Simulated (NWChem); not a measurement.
Molecule: MgCl, doublet; SMILES [Mg][Cl]

All runs: NWChem. Pople sets run with spherical d functions. Spin-unrestricted. Coordinates come from a PBE0-D3(BJ)/def2-TZVP, spin-unrestricted optimisation. This spin state was assumed; another may lie lower. No stability test was run on the SCF state. B3LYP is NWChem's, with the RPA form of VWN correlation. Total energies compare along this basis series because the functional is fixed.

```tsv
level	basis functions	energy (Ha)	highest occupied level (eV)	lowest empty minus highest occupied level, either spin (eV)	dipole (D)	<S²>
B3LYP/STO-3G	18	-652.7734	-0.87	3.26	5.91	0.750
B3LYP/3-21G	26	-656.9856	-5.69	2.31	3.90	0.751
B3LYP/6-31G*	36	-660.3239	-5.58	2.39	3.41	0.751
B3LYP/6-31+G*	44	-660.3266	-5.65	2.40	3.63	0.750
B3LYP/6-311G**	52	-660.3730	-5.65	2.38	3.73	0.750
B3LYP/6-311++G**	60	-660.3739	-5.64	2.37	3.66	0.750
```
